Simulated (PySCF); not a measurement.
A GIAO shielding run with PySCF 2.14.0 with density-fitted response routines (density fitting, non-relativistic, gas phase) on `C/N=C/C1C[SiH2]C1`, C$_{5}$H$_{11}$NSi:

```
$ OMP_NUM_THREADS=1 python probes_run.py task.json out

{"job": {"kind": "nmr", "xc": "PBE0", "basis": "pcSseg-1"}, "charge": 0, "multiplicity": 1}
C      2.986611    -0.379315    -0.629524
N      1.684612     0.096543    -0.288804
C      0.791165    -0.697711     0.090680
C     -0.590645    -0.255628     0.413487
C     -1.604350    -0.756034    -0.651541
Si    -2.318194     1.007737    -0.840966
C     -0.831833     1.265047     0.323227
H      3.098200    -1.469165    -0.528841
H      3.198815    -0.086741    -1.659191
H      3.713018     0.118732     0.013993
H      0.962183    -1.786100     0.172607
H     -0.857681    -0.647326     1.398763
H     -1.098841    -1.132978    -1.539003
H     -2.259542    -1.545835    -0.291189
H     -2.260356     1.602450    -2.174899
H     -3.643089     1.185852    -0.242797
H      0.026240     1.753619    -0.131536
H     -1.005070     1.733170     1.289116
```

Hardware: 1 thread of an Intel Xeon, shared host. The job also computes population analyses, field gradients, ring-centre shieldings.

(1) How large is the calculation?

(2) How long does it take, and how much memory does it need?

## Answers

(1) 62 electrons, 181 basis functions and 954 auxiliary functions.

(2) 72 s of wall time, with 14 SCF cycles and 5 response iterations; peak memory 0.82 GiB. Times on a shared host scatter by some tens of per cent.
